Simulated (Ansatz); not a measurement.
This geometry of BClH4O3 + H2O (12 atoms, charge 0, multiplicity 1) is a first-order saddle point.

Theory: RKS B3LYP-D4/def2-SVP (Ansatz 0.2.0).

```xyz
12
Properties=species:S:1:pos:R:3
B -0.332 -1.018 0.059
Cl -0.856 0.766 -1.527
O 0.004 -2.125 -0.664
O -1.479 -0.868 0.790
H 0.869 0.777 0.660
O 0.900 -0.396 0.603
H -0.016 1.836 -0.256
O 0.629 1.990 0.543
H -0.777 -2.612 -0.951
H -1.988 -0.114 0.462
H 1.664 -0.717 0.101
H 1.383 2.481 0.182
```

Question: Which two structures does it join? (They come from a converged band through this point; their orientation in space is the band's.)

Answer: Bonds broken: B1–Cl2, H5–O6, H7–O8. Bonds formed: Cl2–H7, H5–O8. BClH4O3 + H2O becomes BH3O3 + ClH + H2O.

Image 0:

```xyz
12
Properties=species:S:1:pos:R:3
B -0.626 -0.533 0.051
Cl -1.736 0.927 -0.460
O 0.383 -0.840 -0.906
O -1.315 -1.627 0.557
H 0.840 0.839 0.746
O 0.255 0.157 1.245
H 0.651 2.102 -0.730
O 1.446 1.607 -0.466
H 0.068 -1.507 -1.527
H -2.174 -1.380 0.916
H 0.844 -0.536 1.585
H 1.365 0.791 -1.009
```

Image 10:

```xyz
12
Properties=species:S:1:pos:R:3
B -0.090 -1.259 0.037
Cl -0.175 1.618 -2.229
O -0.020 -2.430 -0.656
O -1.270 -0.745 0.461
H 0.689 1.067 0.810
O 1.099 -0.598 0.326
H -0.197 1.838 -0.933
O -0.047 1.718 0.863
H -0.898 -2.782 -0.851
H -1.177 0.154 0.822
H 1.858 -1.009 -0.108
H 0.227 2.428 1.457
```

Question: How far does it lie above each of them?

Answer: 8.5 kcal/mol above the first and 17.8 kcal/mol above the second. This is the barrier of this one path; another mechanism may lie lower. The orbitals stay closed-shell, which can raise the energy where a bond breaks towards radicals; this wasn't checked here.

The run took 16 min on 2 threads of AMD EPYC 7R43 64-Core Processor (Zen 3) (shared host), peak memory 0.31 GiB.
